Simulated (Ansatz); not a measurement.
One change: `[CH3][GaH][CH2]F` becomes `[CH3][Ga]([NH2])[CH2]F`.

Ansatz, PBE0-D4/def2-TZVP geometries, multiplicity 1. Each molecule was computed in one conformer, which needn't be the lowest.

Scalar relativity is left out up to krypton.

```csv
property,`[CH3][GaH][CH2]F`
HOMO–LUMO gap (PBE/def2-TZVPP) / eV,4.13
LUMO energy (ωB97M-V/def2-TZVPP) / eV,0.43
size of the dipole moment (PBE/def2-TZVPP) / D,1.04
HOMO energy (B3LYP/def2-TZVPP) / eV,-7.30
HOMO energy (ωB97M-V/def2-TZVPP) / eV,-9.76
HOMO–LUMO gap (ωB97M-V/def2-TZVPP) / eV,10.19
```

**Question.** Give the same properties after the change, and the shifts. (An estimate is asked.)

**Answer.** The calculation gave: 
```csv
property,`[CH3][Ga]([NH2])[CH2]F`,shift
HOMO–LUMO gap (PBE/def2-TZVPP) / eV,5.03,0.90
LUMO energy (ωB97M-V/def2-TZVPP) / eV,1.59,1.16
size of the dipole moment (PBE/def2-TZVPP) / D,2.10,1.06
HOMO energy (B3LYP/def2-TZVPP) / eV,-7.04,0.26
HOMO energy (ωB97M-V/def2-TZVPP) / eV,-9.68,0.08
HOMO–LUMO gap (ωB97M-V/def2-TZVPP) / eV,11.27,1.08
```

With PBE0 the HOMO rises by 0.25 eV and the LUMO rises by 1.15 eV, so the gap widens by about 0.90 eV. PBE moves the HOMO by 0.25 eV and ωB97M-V by 0.08 eV. Dipoles are sizes alone; their direction can turn.

B3LYP here is the variant with VWN-RPA as its local correlation; programs differ in this.
